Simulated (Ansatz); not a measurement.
A structure relaxed at r2SCAN-D4/def2-SVP in Ansatz, charge 0, singlet:

```xyz
34

Cd   -1.696    1.584   -3.699
Cd    3.461   -0.821    2.109
Cd   -0.441   -2.446   -2.678
Cd    0.411    3.384   -2.165
Cd   -1.849    3.414    0.549
Cd   -2.551   -0.383    1.800
Cd   -3.271   -2.016   -1.442
Te    2.691    1.747    0.811
Te    0.755    0.270   -2.089
Te   -3.042    0.927   -0.943
Te    2.904   -2.688   -0.147
Te    1.091   -1.424    3.795
Te   -0.754   -2.392    0.496
Te   -0.582    1.584    2.606
H    -2.240    0.495   -4.856
H    -1.222    3.235   -3.176
H     4.995   -0.896    2.844
H     0.739   -3.532   -3.201
H     1.860    4.088   -2.687
H    -0.354    3.342   -0.470
H    -3.117    4.379    1.101
H    -3.909   -0.911    2.667
H    -2.188   -1.978   -2.937
H    -4.628   -2.796   -0.824
H     4.043    1.659   -0.173
H     3.617    2.516    1.986
H     1.756    0.210   -3.420
H    -4.667    1.283   -0.896
H     4.569   -2.895   -0.302
H     2.881   -3.982    0.910
H     1.960   -2.744    4.402
H     1.739   -0.498    5.033
H    -1.508   -3.772    1.052
H    -1.455    2.056    3.944
```

Problem. Give its formula.

Solution. Cd₇Te₇H₂₀.

Problem. Summarise the bond lengths by kind (pairs closer than 1.2 times the sum of covalent radii, bridged metal pairs left out).

Solution. 15 × Cd–Te 2.90 to 3.21 Å; 13 × Cd–H 1.68 to 1.93 Å; 10 × H–Te 1.66 to 1.69 Å.

In the def2 sets Cd, Te take a core potential; there is no spin–orbit coupling. Single mean-field runs in def2-SVP are fitted with def2-universal-jkfit.
